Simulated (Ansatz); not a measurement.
`C[Si@H]1N[C@@H]1[GaH2]`. The species carries charge 0 and has multiplicity 1. Geometry: relaxed with PBE0-D4/def2-TZVP.

```xyz
13

C    -1.106    1.962    0.110
Si   -0.651    0.246   -0.441
N     0.817   -0.098   -1.271
C     0.911   -0.535    0.176
Ga    0.899   -2.419    0.624
H    -1.804    1.926    0.950
H    -0.217    2.511    0.426
H    -1.588    2.516   -0.700
H    -1.817   -0.563   -0.861
H     1.472    0.629   -1.523
H     1.437    0.148    0.849
H     1.066   -2.830    2.135
H     0.579   -3.492   -0.475
```

What is the dipole moment at B3LYP/def2-TZVPP? (Estimate.)

The calculation gave: 3.04 D, with components (-0.50, 2.96, 0.48) D in this frame, pointing from negative to positive charge.

And with PBE, r2SCAN, ωB97M-V? (Best estimate.)

The calculation gave: PBE 3.05 D, r2SCAN 3.08 D, ωB97M-V 2.97 D.

Give the Mulliken charges with B3LYP, ωB97M-V, r2SCAN in def2-TZVPP. (Best estimate.)

Ansatz gave: 
| atom | B3LYP | ωB97M-V | r2SCAN |
| --- | --- | --- | --- |
| C1 | -0.38 | -0.43 | -0.31 |
| Si2 | 0.38 | 0.38 | 0.43 |
| N3 | -0.35 | -0.32 | -0.36 |
| C4 | -0.16 | -0.30 | -0.21 |
| Ga5 | 0.17 | 0.17 | 0.21 |
| H6 | 0.11 | 0.12 | 0.08 |
| H7 | 0.10 | 0.12 | 0.07 |
| H8 | 0.11 | 0.12 | 0.08 |
| H9 | -0.07 | -0.03 | -0.08 |
| H10 | 0.13 | 0.11 | 0.14 |
| H11 | 0.10 | 0.12 | 0.08 |
| H12 | -0.07 | -0.04 | -0.08 |
| H13 | -0.06 | -0.02 | -0.06 |

B3LYP here is the variant with VWN-RPA as its local correlation; programs differ in this.
